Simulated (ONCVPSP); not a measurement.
## Configuration tests for tin (ONCV)

tin (Sn), optimised norm-conserving Vanderbilt (ONCV), made with ONCVPSP 4.0.1 (PBE, scalar-relativistic). Core [Kr] 4d10, reference 5s2 5p1.5 (charge +0.5). Waves: 5s: rc 1.75 bohr, ncon 3, nbas 8, qcut 3.4 1/bohr, 2 projectors, debl 3.9 Ha; 5p: rc 1.75 bohr, ncon 4, nbas 9, qcut 4.9 1/bohr, local. Local part: the p channel. Core correction: none.

Energies are relative to the spin-unpolarised reference configuration 5s2 5p1.5; without spin polarisation the order of configurations can differ from experiment.

Question: Give the all-electron excitation energy and the error of the potential for: 5s2 5p2; 5s2 5p1; 5s2 5p0; 5s1 5p0.

Answer:

```json
{"valence configuration": "5s2 5p2", "charge": "0", "ΔE all-electron (eV)": "-2.616", "error AE − PS (meV)": "+1.4"}
{"valence configuration": "5s2 5p1", "charge": "+1", "ΔE all-electron (eV)": "4.259", "error AE − PS (meV)": "+0.1"}
{"valence configuration": "5s2 5p0", "charge": "+2", "ΔE all-electron (eV)": "18.212", "error AE − PS (meV)": "+20"}
{"valence configuration": "5s1 5p0", "charge": "+3", "ΔE all-electron (eV)": "49.184", "error AE − PS (meV)": "+152"}
```

Note: no bound ghost flagged; GHOST(+) flagged for s at 105.3 eV.
